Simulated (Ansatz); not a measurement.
Computed with Ansatz on PBE0-D4/def2-TZVP structures; ΔE is electronic, products minus reactants. CBS: MP2 limit from def2 TZ/QZ plus the TZ coupled-cluster correction, frozen cores. This one scheme is used for every species. DFT in def2-TZVPP. B3LYP here is the variant with VWN-RPA as its local correlation; programs differ in this. Elements past krypton have def2 core potentials. For In outer-core shells are correlated without core-valence functions, which leaves a few kJ/mol of doubt a bond. Each species was taken in one conformer, which may not be the lowest.

Consider the ligand exchange at the In–N bond: `C=[N][InH2]` + `N=C(O)O` → `N=C(O)[O][InH2]` + `C=N`.

`C=[N][InH2]`:

```xyz
7

C    -1.038   -0.911    0.360
N     0.168   -0.733    0.677
In    1.154    0.848   -0.263
H    -1.616   -1.728    0.821
H    -1.615   -0.307   -0.367
H     0.153    1.715   -1.377
H     2.795    1.115    0.149
```

`N=C(O)O`:

```xyz
7

N     0.010    0.450   -1.041
C    -0.118    0.007    0.135
O    -1.190    0.282    0.874
O     0.701   -0.768    0.862
H     0.872    0.164   -1.489
H    -1.753    0.838    0.322
H     1.479   -0.973    0.337
```

`N=C(O)[O][InH2]`:

```xyz
9

N     0.389    0.857   -1.284
C    -0.500    0.049   -0.862
O    -1.525   -0.272   -1.671
O    -0.626   -0.580    0.288
In    0.612   -0.445    1.882
H     1.113    1.029   -0.596
H    -1.367    0.219   -2.486
H    -0.025   -1.463    3.079
H     1.929    0.606    1.649
```

`C=N`:

Cartesian coordinates in Å:
```
C 0.315 0.135 -0.187
N -0.875 -0.282 -0.153
H 0.968 0.239 0.687
H 0.745 0.420 -1.149
H -1.153 -0.513 0.802
```

| level | ΔE (kJ/mol) | difference from CCSD(T)/CBS |
| --- | --- | --- |
| BLYP-D4 | -63.1 | 4.4 |
| PBE0-D4 | -59.5 | 8.0 |
| B3LYP-D4 | -63.7 | 3.8 |
| PBE | -57.3 | 10.2 |
| r2SCAN | -62.1 | 5.4 |
| B3LYP | -61.6 | 5.9 |
| r2SCANh | -61.9 | 5.6 |
| BHLYP | -64.2 | 3.3 |
| HF/def2-QZVPP | -67.1 | 0.4 |
| HF/CBS(def2) | -67.3 | 0.2 |
| CCSD(T)/CBS | -67.5 | 0 |

Largest T1 diagnostic among the species: 0.016.

From BLYP to BHLYP (50 % exact exchange), in def2-TZVPP and without D4, ΔE moves by −3.6 kJ/mol. Leaving LDA and LC-ωPBE aside and taking each functional with its dispersion term where it has one, the values, not all of them listed here, spread over 7.5 kJ/mol, from BHLYP-D4 to PBE-D4.
